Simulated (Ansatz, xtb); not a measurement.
**Two isomers of FGeH4Si+**

We compare X, `F[SiH+][GeH3]`, a singlet, with Y, `[F][GeH+][SiH3]`, a singlet. Both are isolated ions in the gas phase, relaxed with B3LYP/6-31G*.

X (Å):

```
atom    x (Å)   y (Å)    z (Å)
   F  -0.7450  2.1665  -2.2439
  Ge   1.3014  1.6887   0.5432
  Si   0.2899  2.9187  -1.3191
   H   0.4492  4.3146  -1.8001
   H   2.2342  2.7295   1.1719
   H   0.0722  1.3015   1.3759
   H   1.9883  0.5220  -0.1784
```

Y (Å):

```json
{"atom": "F", "x (Å)": "-0.8743", "y (Å)": "2.0146", "z (Å)": "-2.1315"}
{"atom": "Ge", "x (Å)": "0.3662", "y (Å)": "2.8899", "z (Å)": "-1.3389"}
{"atom": "Si", "x (Å)": "1.3286", "y (Å)": "1.7411", "z (Å)": "0.6335"}
{"atom": "H", "x (Å)": "0.5342", "y (Å)": "4.2173", "z (Å)": "-2.1306"}
{"atom": "H", "x (Å)": "2.3308", "y (Å)": "2.7072", "z (Å)": "1.1192"}
{"atom": "H", "x (Å)": "0.1249", "y (Å)": "1.5707", "z (Å)": "1.4707"}
{"atom": "H", "x (Å)": "1.8557", "y (Å)": "0.5123", "z (Å)": "0.0081"}
```

Quicker runs give these differences E(Y) − E(X): GFN2-xTB −40.7 kJ/mol; HF/STO-3G +153.1 kJ/mol (at GFN2-xTB geometries); r2SCAN-D4/def2-SVP +57.0 kJ/mol (at GFN2-xTB geometries).

Estimate E(Y) − E(X) at the level CCSD(T)/def2-TZVP.

Calculated at CCSD(T)/def2-TZVP: E(Y) − E(X) = +45.6 kJ/mol, so structure X lies lower.

How the difference moves with the method:

| level | geometry | E(Y) − E(X) (kJ/mol) | departure from the last row (kJ/mol) | job, with rough time for the two |
| --- | --- | --- | --- | --- |
| GFN2-xTB | GFN2-xTB | −40.7 | −86.3 | optimisation, 0.11 s |
| HF/STO-3G | GFN2-xTB | +153.1 | +107.5 | single point, 0.38 s |
| r2SCAN-D4/def2-SVP | GFN2-xTB | +57.0 | +11.4 | single point, 2.2 s |
| B3LYP/6-31G* | B3LYP/6-31G* | +33.0 | −12.6 | optimisation, 45 s |
| HF/def2-TZVP | B3LYP/6-31G* | +40.0 | −5.6 | part of the CCSD(T) run |
| MP2/def2-TZVP | B3LYP/6-31G* | +47.0 | +1.4 | part of the CCSD(T) run |
| CCSD(T)/def2-TZVP | B3LYP/6-31G* | +45.6 |  | single point, 27 s |

As drawn, Y has 1 F–Ge, 2 Si–H in place of 1 F–Si, 2 Ge–H.

GFN2-xTB puts the two in the other order. The largest departure from CCSD(T)/def2-TZVP is that of HF/STO-3G, 107.5 kJ/mol. A small imaginary or near-zero mode remains, so no thermal terms are given.

The correlated steps freeze 15 core orbitals; the filled d shell of Ge is correlated, in a basis made for valence electrons. Run with Ansatz 0.2.0, xtb 6.7.1; the last row on 1 thread of Intel(R) Xeon(R) 6975P-C (Granite Rapids) on a shared host.
